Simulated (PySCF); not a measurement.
## Calculated properties of `CC[Si](P)(P)C#N`

Compound: C3H9NP2Si.
Structure used (GFN2-xTB), in Å, numbered top down from 1:
```
atom  x, y, z in Å
C1    -1.9605   -1.0148   -0.0115
C2    -0.5294   -1.2273   -0.4855
Si3    0.5810    0.2867   -0.1123
P4     2.5066    0.1467   -1.2924
P5    -0.5720    2.1591   -0.6475
C6     0.9312    0.2462    1.7388
N7     1.1631    0.2642    2.8613
H8    -2.5900   -1.8572   -0.2913
H9    -1.9963   -0.9061    1.0706
H10   -2.3783   -0.1128   -0.4595
H11   -0.1172   -2.1237   -0.0204
H12   -0.5261   -1.4001   -1.5635
H13    3.1665    1.1089   -0.5473
H14    3.0243   -0.8835   -0.5281
H15    0.4512    3.0344   -0.3208
H16   -1.1618    2.2882    0.5981
```

Structural features include: cyano group on a heteroatom and C–Si bond.

**GFN2-xTB geometry**

```
Point group of the GFN2-xTB geometry                  : C1
Rotational constants A, B, C of the GFN2-xTB geometry : 1.257, 1.063, 0.954 GHz
```

From wB97X-D/def2-SVPD ground state and vertical TDDFT (core frozen in the response) (PySCF):

```
Dipole moment                                                     : 2.67 D
HOMO energy                                                       : -9.64 eV
LUMO energy                                                       : 0.92 eV
HOMO–LUMO gap                                                     : 10.56 eV
Lowest singlet excitation                                         : 6.32 eV (196 nm, f = 0.057)
Strongest line among the 8 lowest singlet transitions             : S5 at 6.83 eV (181 nm, f = 0.168)
Lowest triplet excitation (Tamm–Dancoff)                          : 5.51 eV
Static isotropic polarisability                                   : 118.9 au
Electronic spatial extent ⟨r²⟩ about the centre of nuclear charge : 1526 bohr²
```

Monoisotopic mass from the formula: 148.9979 u.

The principal polarisabilities are 110.3, 118.5 and 128.0 au; their mean is the isotropic value. The largest Löwdin shares of the HOMO are 0.34 on P5, 0.30 on P4, 0.12 on Si3 and 0.05 on C6. With B = h/(8π²I), that is 505.379 GHz u Å² over I, the principal moments of inertia are 402.0, 475.2 and 529.6 u Å² (most abundant isotopes). The polarisability is 17.62 Å³ as a volume (1 au = 0.148185 Å³), or 1.52 au for each of the 78 electrons. The dipole matches unit charges of opposite sign 0.56 Å apart (1 e·Å = 4.8032 D). S1 lies 4.24 eV below the HOMO–LUMO gap; its leading configuration is HOMO→LUMO, weight 0.47, beside HOMO→LUMO+2, weight 0.36. No computed singlet falls in the visible range (750 to 380 nm, 1.65 to 3.26 eV); S1 lies 3.06 eV above its blue end. In wavenumbers S1 is 51000 cm⁻¹ (1 eV = 8065.54 cm⁻¹).

Geometry: GFN2-xTB, one conformer, isolated molecule.
